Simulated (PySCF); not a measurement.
**Sb (antimony, neutral) across methods**

[Kr] 4d10 5s1 5p4, high-spin 4P determinant (an excited configuration). All numbers are calculated (PySCF 2.14, a scalar-relativistic core potential, in aug-cc-pVQZ-PP with one added diffuse shell each of s, p, d, f, g type with ECP28MDF (8s8p6d4f3g, 117 functions)).

```json
{"method": "wB97X-V", "E (hartree)": "-239.8926", "mean ε 5s α (eV)": "-19.167", "mean ε 5p α (eV)": "-9.275", "mean ε 5p β (eV)": "-7.002", "Σ⟨r²⟩ (bohr²)": "61.29", "⟨S²⟩": "3.758"}
{"method": "PBE0", "E (hartree)": "-239.9327", "mean ε 5s α (eV)": "-16.377", "mean ε 5p α (eV)": "-7.230", "mean ε 5p β (eV)": "-5.043", "Σ⟨r²⟩ (bohr²)": "61.30", "⟨S²⟩": "3.760"}
{"method": "PBE", "E (hartree)": "-239.9138", "mean ε 5s α (eV)": "-14.487", "mean ε 5p α (eV)": "-6.110", "mean ε 5p β (eV)": "-4.420", "Σ⟨r²⟩ (bohr²)": "61.44", "⟨S²⟩": "3.757"}
{"method": "UHF", "E (hartree)": "-239.00653", "mean ε 5s α (eV)": "-21.479", "mean ε 5p α (eV)": "-10.148", "mean ε 5p β (eV)": "-5.735", "Σ⟨r²⟩ (bohr²)": "63.23", "⟨S²⟩": "3.798"}
{"method": "B3LYP", "E (hartree)": "-240.0008", "mean ε 5s α (eV)": "-15.912", "mean ε 5p α (eV)": "-6.863", "mean ε 5p β (eV)": "-5.047", "Σ⟨r²⟩ (bohr²)": "61.53", "⟨S²⟩": "3.757"}
{"method": "LDA", "E (hartree)": "-239.5381", "mean ε 5s α (eV)": "-14.676", "mean ε 5p α (eV)": "-6.184", "mean ε 5p β (eV)": "-4.553", "Σ⟨r²⟩ (bohr²)": "61.30", "⟨S²⟩": "3.755"}
{"method": "M06", "E (hartree)": "-239.9695", "mean ε 5s α (eV)": "-15.743", "mean ε 5p α (eV)": "-6.873", "mean ε 5p β (eV)": "-5.070", "Σ⟨r²⟩ (bohr²)": "61.25", "⟨S²⟩": "3.754"}
{"method": "r2SCAN", "E (hartree)": "-240.0257", "mean ε 5s α (eV)": "-15.325", "mean ε 5p α (eV)": "-6.545", "mean ε 5p β (eV)": "-4.426", "Σ⟨r²⟩ (bohr²)": "61.11", "⟨S²⟩": "3.768"}
```

Energies and moments cover only the electrons outside the core potential.
